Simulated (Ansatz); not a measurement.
Born–Oppenheimer molecular dynamics of FH7OSSi2 (12 atoms, charge 0, multiplicity 1). It starts from a rough guess of a transition structure, not a stationary point.

Computed with Ansatz, UKS PBE0/STO-3G.

```json
{
  "ensemble": "NVE (velocity Verlet)",
  "time step": "0.5 fs",
  "steps asked": "150",
  "starting velocities drawn for": "100 K",
  "seed": "172306"
}
```

First frame:

```xyz
12
Properties=species:S:1:pos:R:3
Si 0.592 0.336 -0.845
F 0.928 2.078 -1.780
O 0.146 -0.950 0.040
Si -0.278 -2.012 1.198
H 1.983 0.488 -0.489
H -0.238 0.123 -2.011
H 0.306 2.673 -0.941
S -0.565 2.116 0.518
H -0.448 -1.273 2.447
H 0.818 -2.974 1.262
H -1.531 -2.606 0.736
H -1.714 2.000 -0.134
```

(1) How far do the bonds stretch over the last three quarters of this one trajectory? (Pairs bonded in most of those frames.)

Answers

(1) 
| bond | mean (Å) | spread (Å) | shortest | longest |
| --- | --- | --- | --- | --- |
| Si1–O3 | 1.675 | 0.018 | 1.65 | 1.73 |
| Si1–H5 | 1.458 | 0.008 | 1.44 | 1.47 |
| Si1–H6 | 1.457 | 0.007 | 1.44 | 1.47 |
| Si1–S8 | 2.199 | 0.050 | 2.13 | 2.30 |
| F2–H7 | 1.022 | 0.065 | 0.91 | 1.13 |
| O3–Si4 | 1.664 | 0.028 | 1.62 | 1.71 |
| Si4–H9 | 1.452 | 0.010 | 1.43 | 1.47 |
| Si4–H10 | 1.453 | 0.026 | 1.41 | 1.49 |
| Si4–H11 | 1.451 | 0.015 | 1.43 | 1.48 |
| S8–H12 | 1.355 | 0.021 | 1.32 | 1.39 |

Pairs bonded in part of these frames only: Si1–F2 39 %, F2–H7 88 %, H7–S8 12 %.

Mean temperature of the second half: 621 K. The conserved energy stayed within 0.47 meV per atom of its start (net change 0.12 meV per atom), so the integration is sound. The kinetic energy rose, since the run started high on the potential surface and went downhill. It ends in pieces (FH + H6OSSi2), so much of that is their flight and rotation, not heat. A run of 0.075 ps of so small a system gives no equilibrium averages. The orbitals were unrestricted but ended closed-shell. Limits of this set-up: minimal basis.

Time of the run: 9.1 min on 1 thread of Arm Neoverse V2 (shared host), peak memory 0.17 GiB.
